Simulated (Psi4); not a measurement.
disilylmethane (CH8Si2), singlet, geometry from GFN2-xTB. Base run: SVWN/STO-3G run with Psi4 1.11.

Here is a job for Psi4.
```
memory 2 GB

molecule mol {
0 1
  Si    1.469501    0.675243   -0.004315
  C     0.249959   -0.773362   -0.140745
  Si   -1.582865   -0.324499    0.068147
  H     2.839701    0.182994   -0.185178
  H     1.181014    1.668952   -1.040543
  H     1.358676    1.297376    1.316715
  H     0.513805   -1.524899    0.604684
  H     0.384534   -1.254531   -1.110514
  H    -1.982528    0.632796   -0.965442
  H    -1.804865    0.261220    1.391816
  H    -2.402995   -1.534148   -0.060719
}

set basis sto-3g
set reference rks

energy('svwn')
print_variables()
```

Variants of this job, named by their change:

```tsv
change	ΔE vs base (mEh)	point group used	SCF cycles
base	0.000	c1	7
molecule keys = symmetry c1	0.000	c1	7
jitter_ang = 0.002	0.079	c1	7
molecule keys = no_reorient	0.000	c1	7
molecule keys = symmetry c1, no_reorient, no_com	0.000	c1	7
```
